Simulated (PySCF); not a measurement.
Stretching RbNa

Set-up: Rb x2c-TZVPall, Na x2c-TZVPall; spin-free X2C with a Gaussian nucleus (PySCF 2.14). Energies in eV from Rb + Na in their ground configurations at the same level. State: ¹Σ⁺ (singlet), closed shell.

All columns are PBE0. A positive dipole means Rb(−)Na(+).

| R (Å) | E (eV) | μ (D) | Mulliken charge on Rb (basis-dependent) | HOMO (eV) | LUMO (eV) | Mayer bond order | ⟨S²⟩ |
| --- | --- | --- | --- | --- | --- | --- | --- |
| 3.166 | -0.462 | -3.22 | 0.24 | -3.25 | -1.15 | 0.99 | 0.00 |
| 3.313 | -0.531 | -3.31 | 0.23 | -3.22 | -1.17 | 0.98 | 0.00 |
| 3.460 | -0.573 | -3.41 | 0.22 | -3.18 | -1.20 | 0.98 | 0.00 |
| 3.571 | -0.588 | -3.49 | 0.21 | -3.16 | -1.23 | 0.97 | 0.00 |
| 3.681 | -0.593 | -3.56 | 0.21 | -3.13 | -1.25 | 0.97 | 0.00 |
| 3.791 | -0.589 | -3.64 | 0.20 | -3.11 | -1.28 | 0.97 | 0.00 |
| 3.939 | -0.571 | -3.75 | 0.19 | -3.08 | -1.32 | 0.97 | 0.00 |
| 4.123 | -0.535 | -3.88 | 0.18 | -3.04 | -1.37 | 0.97 | 0.00 |
| 4.344 | -0.476 | -4.02 | 0.18 | -3.00 | -1.44 | 0.97 | 0.00 |
| 4.638 | -0.382 | -4.21 | 0.17 | -2.96 | -1.52 | 0.97 | 0.00 |

A fit through these points gives, at Re = 3.681 Å, μ = -3.56 D and dμ/dR = -0.710 D/Å; the reduced mass is 18.09 u.

Task: How strong is the fundamental in the double-harmonic approximation, I = 42.26·(dμ/dR)²/μred km/mol?

Result: I = 42.26·(-0.710)²/18.09 = 1.18 km/mol at PBE0.

Closed-shell solutions of metal pairs were not tested for spin polarisation, which can lower them a little.
